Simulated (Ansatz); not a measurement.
Cost and result for the atomization energy of C6H10O4 (`COC(=O)C(C)C(=O)OC`) (20 atoms, 19 bonds).

| atom | x (Å) | y (Å) | z (Å) |
| --- | --- | --- | --- |
| C1 | 1.5006 | 2.2865 | 0.8280 |
| O2 | 0.5425 | 1.3753 | 0.2997 |
| C3 | -0.0160 | 0.5493 | 1.1901 |
| O4 | 0.2356 | 0.5579 | 2.3625 |
| C5 | -1.0377 | -0.3504 | 0.5272 |
| C6 | -2.3188 | 0.4135 | 0.2277 |
| C7 | -0.4653 | -0.9886 | -0.7211 |
| O8 | -0.9662 | -0.9590 | -1.8100 |
| O9 | 0.6792 | -1.6199 | -0.4419 |
| C10 | 1.3173 | -2.2468 | -1.5498 |
| H11 | 1.0412 | 2.9343 | 1.5756 |
| H12 | 1.8528 | 2.8711 | -0.0187 |
| H13 | 2.3268 | 1.7449 | 1.2903 |
| H14 | -1.2282 | -1.1511 | 1.2460 |
| H15 | -2.1293 | 1.2179 | -0.4830 |
| H16 | -2.7287 | 0.8370 | 1.1459 |
| H17 | -3.0584 | -0.2548 | -0.2128 |
| H18 | 2.2247 | -2.6970 | -1.1542 |
| H19 | 0.6698 | -3.0099 | -1.9836 |
| H20 | 1.5582 | -1.5104 | -2.3176 |

The species carries charge 0 and has multiplicity 1. All single points use the PBE0-D4/def2-TZVP geometry. It is one conformer, not always the lowest. Program: Ansatz. All runs use 4 threads of an AMD EPYC 7R13 on a shared host and a share of an NVIDIA H100 80 GB. Times are those of one run each, without the atoms' runs, and a repeat can differ threefold. Electronic energies, without spin–orbit coupling; frozen cores. CCSD(T)/CBS adds CCSD(T) − MP2 in def2-TZVPP to the MP2 limit, and its time is that of the two runs behind it. T1 = 0.015. HSE06 is the plane-wave form, built on full-range PBE exchange.

CCSD(T)/CBS is a level of theory with its own doubt, some kJ/mol a heavy atom from the limit and from the frozen cores, so smaller differences don't rank the functionals.

```
                             level  functions  wall time
             r2SCANh-D4/def2-TZVPP        450      4.4 s
               HSE06-D4/def2-TZVPP        450      4.5 s
                ωB97X-V/def2-TZVPP        450      4.9 s
              revPBE-D4/def2-TZVPP        450      5.5 s
           CAM-B3LYP-D4/def2-TZVPP        450        6 s
r2SCAN-D4/def2-TZVPP (with forces)        450        7 s
                 B2PLYP/def2-TZVPP        450      7.5 s
  ωB97M-V/def2-TZVPP (with forces)        450        8 s
               PBE-QIDH/def2-TZVPP        450      8.5 s
                  CCSD(T)/def2-SVP        190      8.5 s
                    MP2/def2-QZVPP        870       11 s
                CCSD(T)/def2-TZVPP        450       38 s
                 CCSD(T)/CBS(def2)          –       49 s
```

What atomization energy does each give, and how far from CCSD(T)/CBS? (Best estimate.)

Computed: 
| level | atomization (kJ/mol) | difference from CCSD(T)/CBS | per bond |
| --- | --- | --- | --- |
| r2SCANh-D4/def2-TZVPP | 8548.1 | -17.0 | -0.9 |
| HSE06-D4/def2-TZVPP | 8644.5 | 79.4 | 4.2 |
| ωB97X-V/def2-TZVPP | 8597.5 | 32.4 | 1.7 |
| revPBE-D4/def2-TZVPP | 8619.8 | 54.7 | 2.9 |
| CAM-B3LYP-D4/def2-TZVPP | 8621.5 | 56.4 | 3.0 |
| r2SCAN-D4/def2-TZVPP (with forces) | 8625.0 | 59.9 | 3.2 |
| B2PLYP/def2-TZVPP | 8491.7 | -73.4 | -3.9 |
| ωB97M-V/def2-TZVPP (with forces) | 8606.3 | 41.2 | 2.2 |
| PBE-QIDH/def2-TZVPP | 8538.7 | -26.4 | -1.4 |
| CCSD(T)/def2-SVP | 8214.4 | -350.7 | -18.5 |
| MP2/def2-QZVPP | 8700.5 | 135.4 | 7.1 |
| CCSD(T)/def2-TZVPP | 8350.1 | -215.0 | -11.3 |
| CCSD(T)/CBS(def2) | 8565.1 | 0.0 | 0.0 |

From PBE to PBE0 (25 % exact exchange), in def2-TZVPP and without D4, the atomization energy moves by −227.0 kJ/mol: exact exchange takes away binding that semilocal exchange gives to molecules. At CCSD(T), def2-SVP lies −350.7 kJ/mol from the extrapolated value and def2-TZVPP −215.0 kJ/mol: correlation converges slowly with the basis, and small sets miss more of it in the bonded molecule than in its fragments. In def2-TZVPP, CCSD(T) changes the Hartree–Fock value by +2282.8 kJ/mol (the triples alone add +158.6 kJ/mol) and MP2 by +2506.8 kJ/mol; breaking electron pairs costs correlation energy, which Hartree–Fock lacks.
